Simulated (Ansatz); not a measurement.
C2H8GeO2Si can be A, `O[SiH2]/C=[CH]\[GeH2][OH]`, or B, `C=C[SiH](O)[GeH2][OH]`.

Computed with Ansatz on PBE0-D4/def2-TZVP structures; ΔE is electronic, products minus reactants. CBS: MP2 limit from def2 TZ/QZ plus the TZ coupled-cluster correction, frozen cores. Functionals use def2-TZVPP. B3LYP here is the variant with VWN-RPA as its local correlation; programs differ in this. For Ge outer-core shells are correlated without core-valence functions, which leaves a few kJ/mol of doubt a bond. Scalar relativity is left out up to krypton. Each species was taken in one conformer, which may not be the lowest.

(1) Which is lower in electronic energy at CCSD(T)/CBS, and by how much? (Best estimate.)

(2) Give E(B) − E(A) in kcal/mol with CCSD(T)/def2-TZVPP, B2PLYP, CCSD/def2-TZVPP, MP2/def2-TZVPP, B3LYP-D4, HF/def2-TZVPP, B3LYP. (Best estimate.)

Largest T1 diagnostic: 0.012.

Results:

(1) Computed: B, by 4.5 kcal/mol.

(2) Ansatz gave: CCSD(T)/def2-TZVPP -3.8, B2PLYP -4.8, CCSD/def2-TZVPP -3.7, MP2/def2-TZVPP -3.0, B3LYP-D4 -5.7, HF/def2-TZVPP -2.7, B3LYP -6.0. None reverses the order clearly.

From PBE to PBE0 (25 % exact exchange), in def2-TZVPP and without D4, E(B) − E(A) moves by +1.0 kcal/mol.
